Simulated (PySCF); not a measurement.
## CsO: a composite coupled-cluster calculation

State: ²Σ⁺, doublet, unpaired electrons σ ↑. De refers to Cs + O. ROHF-based CCSD(T) in PySCF 2.14 with Cs cc-pwCVDZ-X2C, O aug-cc-pVDZ-DK and Cs cc-pwCVTZ-X2C, O aug-cc-pVTZ-DK (frozen core orbitals: 24; spin-free X2C with a Gaussian nucleus). Correlation energies are extrapolated as n⁻³ (n = 2, 3), Hartree–Fock as (n+1)·exp(−9√n). CV is the change on freezing 23 orbitals instead, in Cs cc-pwCVTZ-X2C, O cc-pCVTZ-DK.

```json
{"Level": "CCSD(T)/DZ", "Re (Å)": "2.4027", "ωe (cm⁻¹)": "343.5", "ωexe (cm⁻¹)": "1.87", "αe (cm⁻¹)": "0.00147", "De (eV)": "2.716"}
{"Level": "CCSD(T)/TZ", "Re (Å)": "2.3358", "ωe (cm⁻¹)": "350.6", "ωexe (cm⁻¹)": "1.60", "αe (cm⁻¹)": "0.00128", "De (eV)": "3.042"}
{"Level": "HF/CBS", "Re (Å)": "2.4254", "ωe (cm⁻¹)": "339.7", "ωexe (cm⁻¹)": "n/a", "αe (cm⁻¹)": "0.00135", "De (eV)": "1.277"}
{"Level": "MP2/CBS", "Re (Å)": "2.3172", "ωe (cm⁻¹)": "352.6", "ωexe (cm⁻¹)": "1.65", "αe (cm⁻¹)": "0.00124", "De (eV)": "3.258"}
{"Level": "CCSD/CBS", "Re (Å)": "2.3324", "ωe (cm⁻¹)": "352.9", "ωexe (cm⁻¹)": "1.59", "αe (cm⁻¹)": "0.00127", "De (eV)": "2.982"}
{"Level": "CCSD(T)/CBS", "Re (Å)": "2.3200", "ωe (cm⁻¹)": "353.6", "ωexe (cm⁻¹)": "1.55", "αe (cm⁻¹)": "0.00125", "De (eV)": "3.153"}
{"Level": "CCSD(T)/CBS+CV", "Re (Å)": "2.3194", "ωe (cm⁻¹)": "353.7", "ωexe (cm⁻¹)": "1.55", "αe (cm⁻¹)": "0.00125", "De (eV)": "3.158"}
```

Q: How much is left between CCSD(T)/TZ and the basis-set limit, and how much do the triples give at the limit?

A: CCSD(T)/CBS less CCSD(T)/TZ: -15.8 mÅ in Re, +3.0 cm⁻¹ in ωe and +0.111 eV in De. CCSD(T)/CBS less CCSD/CBS: -12.4 mÅ in Re, +0.7 cm⁻¹ in ωe and +0.171 eV in De.

Q: What do the later terms add?

A: CV: -0.6 mÅ in Re, +0.1 cm⁻¹ in ωe and +0.005 eV in De, each against the row above.

The T1 diagnostic is 0.022. The state was picked by a PBE0 search and need not be the measured ground state. Spin–orbit coupling, excitations beyond (T) and corrections to the Born–Oppenheimer picture are left out, and spin–orbit coupling matters for open p, d or f shells this heavy.

The whole job (state search and all basis sets along the bond) took about 35 min on 4 threads of Intel Xeon Platinum 8375C @ 2.90GHz (shared host), peak memory 12 GiB.
